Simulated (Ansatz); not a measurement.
Ideal-gas functions of Br₃In, SMILES `[Br][In]([Br])[Br]` at 298.15 K and 1 bar, from an Ansatz frequency run at PBE0-D4/def2-TZVP.

Molar mass 354.53 g/mol, point group D3h (symmetry number 6), electronic degeneracy 1, moments of inertia 711.944, 712.066, 1424.01 u Å². Harmonic wavenumbers (cm⁻¹, unscaled): 61, 61, 78, 213, 286, 287.

Use S(trans) = R[1.5 ln M + 2.5 ln T − 1.1517]; rotational temperatures θ = 24.2544 K / I; S(rot) = R[ln(√π/σ · √(T³/θAθBθC)) + 1.5]; for each mode x = 1.438777 ν̃/T, S = R[x/(eˣ − 1) − ln(1 − e⁻ˣ)] and H = RT x/(eˣ − 1); 1 cm⁻¹ = 0.0119627 kJ/mol; R = 8.31446 J/(mol·K).

Task: By hand: the entropy, in J/(mol·K).

Result: Translation 182.1. Rotation: θ = 0.0341, 0.0341, 0.017 K, giving 118.4. Vibration, mode by mode: 18.51, 18.51, 16.49, 8.44, 6.27, 6.24, in all 74.5. Electronic 0.0. Sum 375.0 J/(mol·K).

Task: By hand: H − E and G − E in kJ/mol, counted from the electronic energy.

Result: Zero-point energy ½ × 986 × 0.0119627 = 5.9; thermal vibration 10.0; translation, rotation and pV give 4 RT = 9.9. H − E = 25.8 kJ/mol, and G − E = 25.8 − 298.15 × 375.0/1000 = -86.0 kJ/mol.

Vibration gives 20 % of the entropy, 53.5 J/(mol·K) of it from the modes under 150 cm⁻¹: soft modes count most, and the harmonic formula is weakest for them.
